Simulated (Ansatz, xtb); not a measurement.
Breaking a bond: H2Be, SMILES [BeH2]. The Be1–H3 bond (Be1 also carries H; H3 carries nothing else) is stretched with both fragments frozen at the PBE0/def2-TZVP optimised geometry.

- RHF/cc-pVQZ (Ansatz, a first-principles code)
- GFN1-xTB (xtb)
- RKS-PBE = restricted PBE/cc-pVQZ in Ansatz
- UCCSD(T) = CCSD(T) on UHF/cc-pVQZ, frozen core (Ansatz)
- UCCSD = CCSD on UHF/cc-pVQZ, frozen core run with Ansatz

Energies are in kcal/mol, each relative to the lowest point of its own curve near equilibrium.

| R / Å | RHF | GFN1-xTB | RKS-PBE | UCCSD(T) | UCCSD |
|---|---|---|---|---|---|
| 0.99 | 35.8 | 27.3 | 35.1 | 35.1 | 35.1 |
| 1.06 | 20.1 | 13.2 | 19.9 | 19.7 | 19.7 |
| 1.14 | 8.8 | 4.3 | 8.8 | 8.6 | 8.6 |
| 1.20 | 3.7 | [?] | 3.9 | 3.7 | 3.7 |
| 1.25 | 1.3 | 0.0 | 1.5 | 1.3 | 1.3 |
| 1.30 | 0.2 | 0.0 | 0.2 | 0.2 | 0.2 |
| 1.34 | 0.0 | 0.6 | 0.0 | 0.0 | 0.0 |
| 1.38 | 0.4 | 1.5 | 0.3 | 0.4 | 0.4 |
| 1.41 | 1.0 | 2.5 | [?] | 1.0 | 1.0 |
| 1.47 | 3.0 | [?] | 2.5 | 2.8 | 2.8 |
| 1.54 | 6.2 | [?] | 5.4 | 5.9 | 5.9 |
| 1.66 | 13.3 | 15.3 | 11.7 | 12.5 | 12.6 |
| 1.81 | 23.8 | 24.9 | 21.1 | 22.2 | 22.3 |
| 2.01 | 39.0 | 37.9 | 34.3 | 35.8 | 36.0 |
| 2.18 | 51.8 | 48.7 | 45.4 | 46.9 | 47.2 |
| 2.38 | 66.2 | 61.0 | 57.5 | 58.8 | 59.2 |
| 2.64 | 83.4 | 75.7 | 71.3 | 71.7 | 72.3 |
| 2.97 | 102.3 | 91.5 | 85.7 | 83.5 | 84.4 |
| 3.25 | 116.0 | 102.2 | 95.3 | 90.0 | 90.7 |
| 3.65 | [?] | 113.5 | 105.5 | 94.7 | 94.9 |
| 4.10 | 146.3 | 121.6 | 113.2 | 96.2 | 96.2 |
| 4.68 | [?] | — | 119.2 | 96.6 | 96.5 |

Some entries are withheld; supply them.


- 1.20, GFN1-xTB: 1.1
- 1.41, RKS-PBE: 0.8
- 1.47, GFN1-xTB: 4.9
- 1.54, GFN1-xTB: 8.3
- 3.65, RHF: 132.1
- 4.68, RHF: 160.0

Dashes: no converged value, or the column stops at the first point that the program doubted or that broke a chosen test of continuity, which isn't proof of a fault.

The restricted form behind RHF, RKS-PBE keeps the bonding electrons paired and can't separate into open-shell fragments. The unrestricted determinant behind UCCSD(T), UCCSD is spin-contaminated at 2.18 to 4.68 Å (<S²> up to 1.0, against 0.00 for a pure singlet).
